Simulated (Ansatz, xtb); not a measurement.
# Relative energy of two structures of C2H7AlBF

Structure X is a singlet given by its coordinates and structure Y is `B[CH2][AlH][CH2]F`, a singlet. Both are isolated molecules in the gas phase, relaxed with PBE-D3(BJ)/def2-SVP; the shapes shown needn't be the lowest conformers.

X (Å):

| atom | x (Å) | y (Å) | z (Å) |
| --- | --- | --- | --- |
| C | 1.2362 | 1.9151 | -2.0914 |
| C | 2.2300 | 0.4080 | 0.7929 |
| Al | 1.6355 | 0.2446 | -1.0720 |
| B | 0.2316 | 2.5594 | -1.1493 |
| F | 0.7074 | 0.2470 | 0.7296 |
| H | -0.9624 | 2.3284 | -1.2517 |
| H | 0.6053 | 3.2474 | -0.2119 |
| H | 0.8775 | 1.5447 | -3.0726 |
| H | 2.2442 | 2.3795 | -2.1546 |
| H | 1.5034 | -1.1996 | -1.7301 |
| H | 2.5843 | -0.4385 | 1.4104 |
| H | 2.3976 | 1.3770 | 1.2992 |

Close contacts (Å): C1–Al3 2.00, C1–B4 1.52, C2–Al3 1.96, C2–F5 1.53, Al3–F5 2.03, C1–H8 1.11, C1–H9 1.11, C2–H11 1.11, C2–H12 1.11, Al3–H10 1.59, B4–H6 1.22, B4–H7 1.22.

Y (Å):

```xyz
12

C    -1.0199   -0.2421    0.4189
C     2.3860    0.2668    0.6549
Al    0.7483    0.1185   -0.4630
B    -0.8672    0.7018    1.5946
F     3.5350    0.3992   -0.1356
H    -1.2721    1.8526    1.5331
H    -0.2261    0.3687    2.5801
H    -0.8780   -1.3305    0.6139
H    -1.7801   -0.0497   -0.3629
H     0.8130    0.2052   -2.0566
H     2.3136    1.1435    1.3461
H     2.5045   -0.6142    1.3329
```

Which of the two would you expect CCSD(T)/def2-SVP + ΔMP2/def2-TZVPP electronic energies to favour?

Structure X; the calculation gives E(Y) − E(X) = +0.091 eV.

The same difference at several levels:

| level | geometry | E(Y) − E(X) (eV) | departure from the last row (eV) | job, with rough time for the two |
| --- | --- | --- | --- | --- |
| PBE-D3(BJ)/def2-SVP | PBE-D3(BJ)/def2-SVP | +0.136 | +0.045 | optimisation, 78 s |
| HF/def2-SVP | PBE-D3(BJ)/def2-SVP | +0.053 | −0.037 | part of the CCSD(T) run |
| MP2/def2-SVP | PBE-D3(BJ)/def2-SVP | +0.167 | +0.077 | part of the CCSD(T) run |
| CCSD(T)/def2-SVP | PBE-D3(BJ)/def2-SVP | +0.171 | +0.081 | single point |
| CCSD(T)/def2-SVP + ΔMP2/def2-TZVPP | PBE-D3(BJ)/def2-SVP | +0.091 |  | single point, 29 s |

The levels shown agree on the order. The largest departure from CCSD(T)/def2-SVP + ΔMP2/def2-TZVPP is that of CCSD(T)/def2-SVP, 0.081 eV. Levels run at GFN2-xTB geometries aren't shown. The last row adds to CCSD(T) the change of the MP2 difference between the two basis sets, here −0.081 eV.

With harmonic frequencies from PBE-D3(BJ)/def2-SVP (ideal gas, rigid rotor, one conformer each, 298.15 K, 1 atm): on the last row, ΔE + ΔZPE = +0.071 eV. A mode under 50 cm⁻¹ makes harmonic enthalpies and free energies unreliable, so none is given.

The correlated steps freeze 9 core orbitals. Programs: Ansatz 0.2.0; the last row on 2 threads of Intel(R) Xeon(R) Platinum 8259CL CPU @ 2.50GHz (Skylake/Cascade Lake) on a shared host.
